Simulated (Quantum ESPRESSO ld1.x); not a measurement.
All-electron atom: N3+ in [He] 2s2. All-electron calculation, scalar-relativistic Kohn-Sham, LDA (Slater exchange, VWN5 correlation), spin-unpolarised, spherical densities, point nucleus. Program: ld1.x of Quantum ESPRESSO 7.5.

Normalised radial functions P(r) = r R(r), r in bohr:

```
   r/bohr * 1s, o 2s, + 3s (the largest magnitude, 1.87, reaches the edge; | marks zero, & curves that meet)
 0.008019                             +o  *
  0.01011                             |&   *
  0.01265                             |+o   *
  0.01596                             |+o    *
  0.01996                             |+o      *
  0.02497                             |+ o       *
   0.0315                             | + o        *
   0.0394                             | + o          *
  0.04969                             | +  o            *
  0.06217                             |  +  o             *
   0.0784                             |  +  o                *
  0.09809                             |  +   o                 *
   0.1237                             |  +   o                   *
   0.1548                             |  +  o                    *
   0.1936                             | +  o                    *
   0.2442                             |+ o                    *
   0.3055                             &                   *
   0.3852                          o+ |              *
    0.482                      o  +   |         *
   0.6078                  o     +    |     *
   0.7604               o       +     |  *
    0.959               o        +    |*
      1.2                o          + *
    1.501                   o         * +
    1.893                       o     *      +
    2.368                          o  *        +
    2.986                            o*        +
    3.736                             &      +
    4.712                             &   +
    5.895                             & +
    7.434                             &
    9.301                             &
```

1s: eigenvalue -447.57 eV, 0 radial nodes, <r> = 0.230 bohr, 90 % of the charge inside 0.413 bohr. 2s: eigenvalue -67.800 eV, 1 radial node at r = 0.316 bohr, <r> = 1.11 bohr, 90 % of the charge inside 1.71 bohr. 3s (empty): eigenvalue -22.253 eV, 2 radial nodes at r = 0.306, 1.34 bohr, <r> = 2.88 bohr, 90 % of the charge inside 4.20 bohr.
